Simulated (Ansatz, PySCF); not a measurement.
PySCF was given this input:
```python
from pyscf import gto, scf, cc

mol = gto.Mole()
mol.atom = '''
    B     0.000011    0.000265    0.000368
    C     1.526233   -0.148233   -0.370683
    H     1.837628   -1.191716   -0.340873
    H     2.141736    0.362178    0.370156
    H     1.791906    0.250783   -1.346705
    C    -0.550142   -0.622278    1.341599
    H    -1.311379   -1.371296    1.124130
    H    -1.048682    0.134363    1.946360
    H     0.207890   -1.095705    1.960904
    C    -0.976066    0.770665   -0.970706
    H    -1.997908    0.852717   -0.608273
    H    -1.009992    0.277987   -1.942191
    H    -0.611403    1.778441   -1.166611
'''
mol.basis = 'sto-3g'
mol.charge = 0
mol.spin = 0
mol.verbose = 3
mol.build()

mf = scf.RHF(mol)
mf.kernel()

mycc = cc.CCSD(mf, frozen=4)
mycc.kernel()
et = mycc.ccsd_t()
print('E(CCSD(T)) = %.10f' % (mycc.e_tot + et))
```

Question: Write the same job for Ansatz (a first-principles code).

Answer: Several could match; the one computed here: 
Ansatz 0.2 input:
```yaml
crystal:
  periodic: [false, false, false]
  atoms:
    - {symbol: B, position_ang: [0.00001088, 0.00026539, 0.00036792]}
    - {symbol: C, position_ang: [1.52623309, -0.14823315, -0.37068251]}
    - {symbol: H, position_ang: [1.83762844, -1.19171630, -0.34087316]}
    - {symbol: H, position_ang: [2.14173593, 0.36217756, 0.37015562]}
    - {symbol: H, position_ang: [1.79190592, 0.25078287, -1.34670484]}
    - {symbol: C, position_ang: [-0.55014221, -0.62227830, 1.34159877]}
    - {symbol: H, position_ang: [-1.31137926, -1.37129600, 1.12412977]}
    - {symbol: H, position_ang: [-1.04868172, 0.13436281, 1.94635953]}
    - {symbol: H, position_ang: [0.20789011, -1.09570452, 1.96090406]}
    - {symbol: C, position_ang: [-0.97606596, 0.77066511, -0.97070561]}
    - {symbol: H, position_ang: [-1.99790782, 0.85271732, -0.60827282]}
    - {symbol: H, position_ang: [-1.00999230, 0.27798673, -1.94219118]}
    - {symbol: H, position_ang: [-0.61140315, 1.77844063, -1.16661060]}
basis:
  gaussian:
    orbitals: STO-3G
magnetization: {spin_polarized: false}
correlation: {method: ccsd_t, electrons: outside_noble_gas}
accuracy: high
```

Both were run: PySCF gave -142.110090 Eh and Ansatz -142.110090 Eh, 0.000 mEh apart.
